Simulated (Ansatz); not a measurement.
Geometry optimisation, RKS PBE0/def2-SVP (Ansatz 0.2.0).

Input:

```yaml
crystal:
  periodic: [false, false, false]
  atoms:
    - { symbol: C, position_ang: [0.0366, 1.1423, -1.0215] }
    - { symbol: C, position_ang: [0.057, 0.1638, 0.1085] }
    - { symbol: C, position_ang: [1.2713, -0.7219, -0.0646] }
    - { symbol: "N", position_ang: [0.1676, 0.8836, 1.3898] }
    - { symbol: Ge, position_ang: [-1.5409, -0.9643, 0.0295] }
    - { symbol: H, position_ang: [0.8899, 1.8521, -1.0347] }
    - { symbol: H, position_ang: [-0.048, 0.6733, -2.0116] }
    - { symbol: H, position_ang: [-0.8692, 1.8509, -0.9213] }
    - { symbol: H, position_ang: [1.3571, -1.4544, 0.8115] }
    - { symbol: H, position_ang: [2.2316, -0.1078, 0.0025] }
    - { symbol: H, position_ang: [1.2622, -1.2659, -0.9988] }
    - { symbol: H, position_ang: [0.1558, 0.1805, 2.1864] }
    - { symbol: H, position_ang: [0.9185, 1.4723, 1.4362] }
    - { symbol: H, position_ang: [-1.6269, -1.6844, -1.2965] }
    - { symbol: H, position_ang: [-2.8027, -0.0826, 0.2128] }
    - { symbol: H, position_ang: [-1.4828, -1.96, 1.2161] }
basis:
  gaussian: { orbitals: def2-SVP }
hamiltonian:
  xc: pbe0
relax:
  f_tol: 0.015
  max_steps: 40
```

Command:

```bash
$ ansatz run input.yaml --threads 2 --pin off --max-ram 3072MiB --backend cpu --events-out ev --progress --plain --runs-dir out
```

Question: Where does it end, and by what steps?

Answer: The forces met the threshold. After 8 steps the energy has fallen by 0.441 eV; H14 moved furthest, 0.23 Å.

```tsv
step	energy less start (eV)	largest force component (eV/Å)	accepted
0	0.0000	4.065	yes
1	-0.3886	0.957	yes
2	-0.4325	0.246	yes
3	-0.4364	0.117	yes
4	-0.4392	0.053	yes
5	-0.4399	0.038	yes
6	-0.4407	0.033	yes
7	-0.4408	0.016	yes
8	-0.4409	0.010	yes
```

```xyz
16
Properties=species:S:1:pos:R:3
C 0.014 1.201 -0.995
C 0.094 0.146 0.104
C 1.328 -0.737 -0.093
N 0.069 0.830 1.393
Ge -1.565 -0.950 0.068
H 0.917 1.840 -0.972
H -0.040 0.749 -1.997
H -0.859 1.855 -0.854
H 1.404 -1.508 0.691
H 2.245 -0.122 -0.044
H 1.323 -1.251 -1.068
H 0.222 0.169 2.153
H 0.835 1.505 1.444
H -1.594 -1.878 -1.168
H -2.805 -0.039 0.043
H -1.609 -1.832 1.337
```

Whether the end is a true minimum wasn't checked by a vibrational analysis.

Run time: 51 s on 2 threads of Arm Neoverse V2, with other jobs on the host, peak memory 0.44 GiB.
